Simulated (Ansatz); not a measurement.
Isolated molecules relaxed with PBE0-D4/def2-TZVP in Ansatz; ΔE leaves out vibrations. CCSD(T)/CBS is the MP2 limit (def2-TZVPP, def2-QZVPP) plus CCSD(T) − MP2 in def2-TZVPP, frozen cores. Functionals use def2-TZVPP. Each species was taken in one conformer, which may not be the lowest.

Reaction (cleavage of the Si–Al bond): `[SiH3][CH2][AlH][SiH3]` + `CC(O)O` → `CC(O)O[SiH3]` + `[AlH2][CH2][SiH3]`

`[SiH3][CH2][AlH][SiH3]`:

```xyz
13

Si   -0.611   -0.894   -2.336
C    -0.641    0.179   -0.813
Al    0.653   -0.320    0.569
Si    0.712    0.975    2.658
H    -1.612   -0.482   -3.359
H     0.736   -0.844   -2.970
H    -0.892   -2.310   -1.969
H    -0.456    1.225   -1.090
H    -1.643    0.167   -0.365
H     1.639   -1.544    0.323
H     1.740    0.510    3.631
H    -0.611    0.922    3.347
H     0.985    2.416    2.375
```

`CC(O)O`:

```xyz
10

C    -0.052   -0.546   -0.963
C     0.329    0.091    0.349
O    -0.494   -0.469    1.337
O     0.221    1.489    0.327
H     0.555   -0.133   -1.769
H     0.095   -1.626   -0.922
H    -1.107   -0.355   -1.175
H     1.387   -0.091    0.578
H    -0.254   -0.066    2.177
H    -0.680    1.706    0.062
```

`CC(O)O[SiH3]`:

Cartesian coordinates in Å:
```
C 0.612 1.403 0.599
C 0.201 -0.033 0.792
O 1.033 -0.589 1.755
O 0.338 -0.773 -0.405
Si -0.816 -0.881 -1.572
H 1.650 1.437 0.265
H 0.522 1.948 1.540
H -0.020 1.885 -0.149
H -0.854 -0.095 1.114
H 0.816 -1.523 1.833
H -2.130 -1.226 -0.960
H -0.976 0.397 -2.317
H -0.375 -1.950 -2.497
```

`[AlH2][CH2][SiH3]`:

```xyz
10

Al    0.389   -0.384   -1.710
C    -0.684    0.316   -0.242
Si    0.106    0.105    1.435
H     1.445    0.555   -2.435
H     0.216   -1.894   -2.166
H    -0.862    1.387   -0.394
H    -1.654   -0.193   -0.219
H     1.425    0.799    1.478
H     0.352   -1.338    1.714
H    -0.732    0.648    2.539
```

```json
{"level": "PBE0-D4", "ΔE (kcal/mol)": "-13.4"}
{"level": "ωB97X-V", "ΔE (kcal/mol)": "-17.3"}
{"level": "B2PLYP", "ΔE (kcal/mol)": "-18.5"}
{"level": "r2SCAN", "ΔE (kcal/mol)": "-16.1"}
{"level": "PBE0", "ΔE (kcal/mol)": "-12.9"}
{"level": "MP2/def2-TZVPP", "ΔE (kcal/mol)": "-19.5"}
{"level": "CCSD/def2-TZVPP", "ΔE (kcal/mol)": "-17.6"}
{"level": "MP2/def2-QZVPP", "ΔE (kcal/mol)": "-19.8"}
```

**Question.** What does CCSD(T)/CBS give? (Best estimate.)

**Answer.** The calculation gave: -17.4 kcal/mol. The listed levels differ from it by 4.0, 0.1, -1.1, 1.3, 4.5, -2.1, -0.2, -2.4 kcal/mol.

Largest T1 diagnostic among the species: 0.012.

From PBE to PBE0 (25 % exact exchange), in def2-TZVPP and without D4, ΔE moves by −1.5 kcal/mol. The D4 term adds −0.9 kcal/mol with B3LYP and −0.5 kcal/mol with PBE0; it sums over pairs of atoms, weighted by their polarisabilities, and B3LYP, whose exchange is more repulsive, gets the larger term. In def2-TZVPP, CCSD(T) changes the Hartree–Fock value by +5.1 kcal/mol (the triples alone add +0.5 kcal/mol) and MP2 by +2.7 kcal/mol.

B3LYP here is the variant with VWN-RPA as its local correlation; programs differ in this.
